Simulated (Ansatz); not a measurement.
Consider the cleavage of the B–Al bond: `[BH2][Al]1[CH2][CH]1C` + `CS[SiH2]O` → `BO[SiH2]SC` + `C[CH]1[CH2][AlH]1`.

Program: Ansatz. Geometries: PBE0-D4/def2-TZVP. ΔE: electronic, gas phase. CBS: MP2 limit from def2 TZ/QZ plus the TZ coupled-cluster correction, frozen cores. Functionals use def2-TZVPP. B3LYP here is the variant with VWN-RPA as its local correlation; programs differ in this. One conformer a species, not always the lowest.

```tsv
level	ΔE (kJ/mol)
r2SCAN-D4	-124.2
PBE	-109.0
PBE0	-125.5
B3LYP	-135.2
HF/def2-TZVPP	-165.7
MP2/def2-TZVPP	-151.0
SCS-MP2/def2-TZVPP	-153.9
CCSD/CBS(def2)	-146.2
```

(1) What does CCSD(T)/CBS give? (An estimate is asked.)

Largest T1 diagnostic among the species: 0.020, so the coupled-cluster value is less sure than usual.

Answers

(1) Computed: -141.1 kJ/mol. The listed levels differ from it by 16.9, 32.1, 15.6, 5.9, -24.6, -9.9, -12.8, -5.1 kJ/mol.

The D4 term adds −4.1 kJ/mol with B3LYP and −2.3 kJ/mol with PBE0; it sums over pairs of atoms, weighted by their polarisabilities, and B3LYP, whose exchange is more repulsive, gets the larger term. In def2-TZVPP, CCSD(T) changes the Hartree–Fock value by +24.5 kJ/mol (the triples alone add +5.1 kJ/mol) and MP2 by +14.7 kJ/mol. From PBE to PBE0 (25 % exact exchange), in def2-TZVPP and without D4, ΔE moves by −16.5 kJ/mol.
